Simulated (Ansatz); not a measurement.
Ideal-gas functions of `Br[SiH]1BC1` at 600 K and 1 bar, from an Ansatz frequency run at PBE0-D4/def2-TZVP.

Molar mass 134.84 g/mol, point group C1 (symmetry number 1), electronic degeneracy 1, moments of inertia 40.099, 312.094, 316.801 u Å². Harmonic wavenumbers (cm⁻¹, unscaled): 142, 187, 308, 404, 557, 599, 639, 732, 781, 848, 872, 984, 1180, 1440, 2264, 2716, 3086, 3157.

Use S(trans) = R[1.5 ln M + 2.5 ln T − 1.1517]; rotational temperatures θ = 24.2544 K / I; S(rot) = R[ln(√π/σ · √(T³/θAθBθC)) + 1.5]; for each mode x = 1.438777 ν̃/T, S = R[x/(eˣ − 1) − ln(1 − e⁻ˣ)] and H = RT x/(eˣ − 1); 1 cm⁻¹ = 0.0119627 kJ/mol; R = 8.31446 J/(mol·K).

Problem. By hand: the entropy, in J/(mol·K).

Solution. Translation 184.6. Rotation: θ = 0.6049, 0.0777, 0.0766 K, giving 120.4. Vibration, mode by mode: 17.31, 15.05, 11.02, 8.90, 6.50, 5.98, 5.53, 4.63, 4.22, 3.71, 3.55, 2.87, 1.98, 1.21, 0.24, 0.09, 0.04, 0.04, in all 92.9. Electronic 0.0. Sum 397.9 J/(mol·K).

Problem. By hand: H − E and G − E in kJ/mol, counted from the electronic energy.

Solution. Zero-point energy ½ × 20896 × 0.0119627 = 125.0; thermal vibration 30.6; translation, rotation and pV give 4 RT = 20.0. H − E = 175.6 kJ/mol, and G − E = 175.6 − 600 × 397.9/1000 = -63.1 kJ/mol.

Vibration gives 23 % of the entropy, 17.3 J/(mol·K) of it from the mode under 150 cm⁻¹: soft modes count most, and the harmonic formula is weakest for them. The sum counts one conformer and one mirror image; others add a mixing term.
